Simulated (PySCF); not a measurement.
Zn(NH3)4 (H12N4Zn), SMILES [NH3]->[Zn+2](<-[NH3])(<-[NH3])<-[NH3], charge +2. Coordinates come from a PBE-D3(BJ)/def2-SVP optimisation. The isomer is the one that the SMILES or the coordinates give; other isomers of the formula were not compared.

Problem. Give the equilibrium geometry at PBE-D3(BJ)/def2-SVP (PySCF confirms it by a frequency run) as a Z-matrix, and its point group. (Estimate from the structure and the level; the computed values follow.)

Solution. point group Td.
```
Zn
N 1 2.0759
H 2 1.0350 1 114.05
H 2 1.0350 3 104.53 1 125.21
H 2 1.0350 3 104.53 4 109.58
N 1 2.0759 2 109.47 3 -180.00
H 6 1.0350 1 114.05 2 -180.00
H 6 1.0350 7 104.53 1 125.21
H 6 1.0350 7 104.53 8 109.58
N 1 2.0759 2 109.47 3 60.00
H 10 1.0350 1 114.05 2 -180.00
H 10 1.0350 11 104.53 1 125.21
H 10 1.0350 11 104.53 12 109.58
N 1 2.0759 2 109.47 3 -60.00
H 14 1.0350 1 114.05 2 -180.00
H 14 1.0350 15 104.53 1 125.21
H 14 1.0350 15 104.53 16 109.58
```
Charge +2, spin multiplicity 1.
